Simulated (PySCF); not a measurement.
C₃H₈O₂SSi, SMILES O=C([SiH2]CSC)O (GFN2-xTB optimised geometry):

```
15

C      1.421    -2.005     0.000
S     -0.391    -2.005     0.000
C     -0.722    -0.209     0.000
Si    -0.241     0.622     1.640
C     -0.868     2.433     1.585
O     -1.300     3.033     0.633
O     -0.759     3.000     2.792
H      1.730    -3.033    -0.163
H      1.794    -1.651     0.956
H      1.781    -1.377    -0.810
H     -0.214     0.217    -0.866
H     -1.794    -0.131    -0.179
H      1.215     0.700     1.811
H     -0.864    -0.046     2.781
H     -1.067     3.924     2.775
```

Computed with CAM-B3LYP/def2-TZVP in PySCF 2.14.0.

What are the frontier orbital energies and the dipole moment?

HOMO-2 -10.15 eV, HOMO-1 -9.36 eV, HOMO -7.69 eV, LUMO 0.51 eV, LUMO+1 1.37 eV; dipole moment 1.71 D.

Meta-Löwdin charges at CAM-B3LYP/def2-TZVP: C1 -0.40, S2 0.05, C3 -0.51, Si4 0.63, C5 0.32, O6 -0.46, O7 -0.47, H8 0.14, H9 0.12, H10 0.12, H11 0.13, H12 0.15, H13 -0.09, H14 -0.09, H15 0.35.
